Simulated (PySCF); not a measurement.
**Electron correlation in F²⁺ (fluorine, charge +2)**

[He] 2s2 2p3, high-spin 4S determinant. Calculation: PySCF 2.14, in jorge-DZP-DKH (4s2p1d, 15 functions); scalar relativity by spin-free X2C-1e. Frozen: 1s2; 5 electrons correlated.

MP2 pair energies summed by pair of shells (mhartree):

```csv
pair,energy,share (%)
2s-2p,-44.79,68.6
2p-2p,-13.33,20.4
2s-2s,-7.21,11.0
```

Total MP2 correlation energy: -65.32 mhartree.

Same-spin part -15.08 and opposite-spin part -50.24 mhartree; SCS-MP2 scales them by 1/3 and 6/5 to -65.32 mhartree.

```tsv
level	correlation energy (mhartree)
CCSD	-78.22
(T)	-0.31
CCSD(T)	-78.53
```

Diagnostics: T1 = 0.0027, D1 = 0.0052, largest double amplitude 0.032.

Cost of the coupled-cluster step: 0.06 s of wall time on 1 thread of Neoverse-V2 (shared host), for 5 correlated electrons.

Iterations:

```
CC2 = 0
CCSD nocc = (np.int64(4), np.int64(1)), nmo = (14, 14)
frozen orbitals [[0], [0]]
max_cycle = 100
direct = 0
conv_tol = 1e-08
conv_tol_normt = 1e-06
diis_space = 8
diis_start_cycle = 0
Init t2, MP2 energy = -0.065324939241354
Init E_corr(UCCSD) = -0.0653249392470252
cycle = 1  E_corr(UCCSD) = -0.0756745641757982  dE = -0.0103496249  norm(t1,t2) = 0.0185537
cycle = 2  E_corr(UCCSD) = -0.0776135692581125  dE = -0.00193900508  norm(t1,t2) = 0.00492905
cycle = 3  E_corr(UCCSD) = -0.0782476779389028  dE = -0.000634108681  norm(t1,t2) = 0.00162444
cycle = 4  E_corr(UCCSD) = -0.0782225231907209  dE = 2.51547482e-05  norm(t1,t2) = 0.000213928
cycle = 5  E_corr(UCCSD) = -0.0782244032571258  dE = -1.8800664e-06  norm(t1,t2) = 2.72928e-05
cycle = 6  E_corr(UCCSD) = -0.0782244178574102  dE = -1.46002845e-08  norm(t1,t2) = 2.78984e-06
cycle = 7  E_corr(UCCSD) = -0.0782244461612061  dE = -2.83037959e-08  norm(t1,t2) = 2.05425e-07
cycle = 8  E_corr(UCCSD) = -0.0782244436803333  dE = 2.48087278e-09  norm(t1,t2) = 1.38767e-08
UCCSD converged
E(UCCSD) = -97.75396366103543  E_corr = -0.07822444368033334
UCCSD(T) correction = -0.000309695651099857
```
